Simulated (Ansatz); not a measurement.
Basis-set extrapolation for C₂H₆BS, SMILES `CC[B]S` radical (PBE0-D4/def2-TZVP geometry, frozen core, Ansatz). Multiplicity 2, UHF reference.

```csv
,def2-TZVPP,def2-QZVPP
HF,-501.467748,-501.483675
MP2 correlation,-0.603544,-0.646199
CCSD(T) correlation,-0.682663,not run
```

Energies in hartree. Use E(X) = E(∞) + A·exp(−7.88·√X) for Hartree–Fock and E(X) = E(∞) + B·X^(−2.97) for correlation, with X = 3 and 4, and add CCSD(T) minus MP2 of the smaller set to the MP2 limit.

Question: What is the CCSD(T) energy at the basis-set limit?

Answer: HF limit: -501.483675 + (-0.015927) × 0.13774 = -501.48587. MP2 limit: -0.646199 + (-0.042655) × 0.74074 = -0.67780. Higher-order term: -0.682663 − (-0.603544) = -0.07912. Total: -502.24279 hartree, 58.0 kcal/mol below CCSD(T)/def2-TZVPP.
